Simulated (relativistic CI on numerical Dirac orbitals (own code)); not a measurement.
# One change at a time: Ba³⁸⁺

Base calculation: Dirac-Coulomb-Breit CI, separate exchange-only KLI orbitals for each configuration, QED by a radiative potential, unscaled Slater integrals.

CI space (outside the closed core [Ne]): 3s²3p⁶, 3s²3p⁵3d, 3s3p⁶3d, 3s²3p⁵4s, 3s²3p⁵4p, 3s²3p⁵4d, 3p⁶3d4p, 3s3p⁶4s, 3p⁶3d², 3p⁵3d³, 3p⁵3d²4s, 3p⁵3d²4p, 3p⁵3d²4d, 3p⁶3d4s, 3p⁵3d4s², 3p⁵3d4s4p, 3p⁵3d4s4d. Double excitations out of closed p, d and f shells are left out; levels of such configurations are missing from the list, as are those of other unlisted configurations, and high levels can miss mixing partners.

Variants: (1) valence Slater integrals scaled by 0.9; (2) Breit term removed; (3) non-relativistic limit. Shifts of the energy above 3s²3p⁶ ¹S0, in eV, for the lowest level and the first level of each name with at least 55 % of one term (blank where a level changes its place among those of its configuration and J or its character, or is not in the variant):

| Level | Base | Δ(1) | Δ(2) | Δ(3) |
| --- | --- | --- | --- | --- |
| 3s²3p⁶ ¹S0 | 0.000 | 0.000 | 0.000 | 0.000 |
| 3s²3p⁵3d ³P°0 | 164.304 | +1.441 | +0.537 | -4.853 |
| 3s²3p⁵3d ³P°1 | 170.455 | +1.020 | +0.802 | -11.005 |
| 3s²3p⁵3d ³F°3 | 175.777 | +0.287 | +0.941 | -9.697 |
| 3s²3p⁵3d ³F°4 | 191.144 | +0.709 | +1.680 | -25.064 |
| 3s²3p⁵3d ³D°3 | 203.189 | -0.478 | +1.463 | -25.183 |
| 3s²3p⁵3d ³F°2 | 264.538 | +0.430 | +2.088 |  |
| 3s²3p⁵3d ¹P°1 | 297.137 | -3.604 | +1.869 | -73.477 |
| 3s3p⁶3d ³D1 | 409.073 | +0.323 | +0.579 | -108.120 |
| 3s3p⁶3d ³D2 | 412.764 | +0.086 | +0.742 | -111.811 |
| 3s3p⁶3d ³D3 | 429.549 | +0.330 | +1.405 | -128.596 |
| 3s3p⁶3d ¹D2 | 440.386 | -0.849 | +1.265 | -126.094 |
| 3p⁶3d² ³F2 | 829.415 | +0.430 | +1.280 | -218.807 |
| 3p⁶3d² ³P0 | 845.074 | -0.936 | +1.029 | -223.782 |

At this charge energies of transitions that change n are usually good to better than 1 %, and those within a shell (Δn = 0) to a few per cent.

Ionisation energy from the two ground configurations alone: base 2814.85 eV; Breit term removed 2817.09 eV. The NIST ASD value (theoretical) is 2814 eV.

LS names give the leading component of a level, which can be under half, so a name can repeat, a term be missing and a line seem to break the LS rules.
